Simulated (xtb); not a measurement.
ZrOF2, SMILES [O]=[Zr]([F])[F], multiplicity 1. All values are semi-empirical tight-binding results from xtb (GFN2-xTB unless named), good for trends rather than for accurate numbers. Coordinates come from a GFN2-xTB optimisation. The multiplicity is an assumed one; other spin states were not compared.

For metal compounds this method's bond lengths and energies can be far off.

point group as xtb finds it: Cs
orbital gap: 2.88 eV
zero-point energy: 3.3 kcal/mol
G − E(el) at 298.15 K (modified RRHO): -15.5 kcal/mol
